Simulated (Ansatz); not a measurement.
A structure relaxed at PBE0-D4/def2-TZVP, charge 0, multiplicity 1:

```
atom   x (Å)   y (Å)   z (Å)
  C1   2.556  -0.103   1.683
  C2   1.494  -0.556   1.314
 Al3  -0.188  -1.237   0.708
  C4  -1.208  -0.225  -0.613
  C5  -0.588   1.085  -1.097
  H6   3.491   0.292   2.011
  H7  -0.696  -2.613   1.308
  H8  -2.205  -0.044  -0.187
  H9  -1.400  -0.895  -1.462
 H10   0.388   0.921  -1.560
 H11  -0.426   1.783  -0.271
 H12  -1.219   1.591  -1.833
```

Question: Give its formula and SMILES.

Answer: C4H7Al, `C#[C][AlH][CH2]C`.

Question: Point group (tolerance 0.08 Å, 0.16 Å for H)?

Answer: Cs.

Question: Summarise the bond lengths by kind.

Answer: 2 × C–C 1.211 to 1.528 Å; 6 × C–H 1.067 to 1.099 Å; 2 × Al–C 1.913 to 1.952 Å; 1 × Al–H 1.585 Å.

All numbers were calculated with Ansatz.
